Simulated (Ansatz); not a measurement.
Computed with Ansatz on PBE0-D4/def2-TZVP structures; ΔE is electronic, products minus reactants. CBS: MP2 limit from def2 TZ/QZ plus the TZ coupled-cluster correction, frozen cores. DFT in def2-TZVPP. B3LYP here is the variant with VWN-RPA as its local correlation; programs differ in this. For Ge outer-core shells are correlated without core-valence functions, which leaves a few kJ/mol of doubt a bond. Scalar relativity is left out up to krypton. One conformer a species, not always the lowest.

Consider the redistribution: `O[SiH2][GeH2][OH]` + `[SiH3][NH][GeH3]` → `O[SiH2]N[SiH3]` + `[OH][GeH2][GeH3]`.

Question: Is it downhill or uphill in electronic energy at CCSD(T)/CBS, and by how much? (An estimate is asked.)

Answer: The calculation gave: Downhill: ΔE = -93.7 kJ/mol.

Question: What do these levels give: B3LYP-D4, ωB97X-V, PBE0, B3LYP, HF/def2-TZVPP, MP2/def2-TZVPP, SCS-MP2/def2-TZVPP, CCSD/def2-TZVPP, CCSD(T)/def2-TZVPP, HF/def2-QZVPP, MP2/def2-QZVPP, HF/CBS(def2)? (An estimate is asked.)

Answer: The calculation gave: B3LYP-D4 -94.5, ωB97X-V -90.5, PBE0 -92.4, B3LYP -94.3, HF/def2-TZVPP -91.2, MP2/def2-TZVPP -94.9, SCS-MP2/def2-TZVPP -91.5, CCSD/def2-TZVPP -92.4, CCSD(T)/def2-TZVPP -92.2, HF/def2-QZVPP -92.2, MP2/def2-QZVPP -96.1, HF/CBS(def2) -92.4 kJ/mol.

Largest T1 diagnostic among the species: 0.012.
